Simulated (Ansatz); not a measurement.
A structure relaxed at r2SCAN-D4/def2-SVP in Ansatz, charge 0, singlet:

```xyz
6

Li   -2.0064   -0.6416    2.2325
Li    1.8603   -0.9346    0.0674
Al   -1.1384   -0.9716   -0.3200
Al    1.1970    1.7275   -0.8532
Al   -0.1900    1.0237    1.1140
Al    0.2776   -0.2034   -2.2408
```

Q: Give its formula and point group.

A: Li2Al4. Point group Cs (tolerance 0.1 Å).

Q: Summarise the bond lengths by kind (pairs closer than 1.2 times the sum of covalent radii, bridged metal pairs left out).

A: 4 × Al–Al 2.51 to 2.63 Å; 4 × Al–Li 2.71 to 2.89 Å.

The restricted singlet is unstable towards broken spin symmetry in Hartree–Fock (as tested in another run); at r2SCAN-D4/def2-SVP this wasn't settled. The structure comes from a short search, and lower isomers may exist.
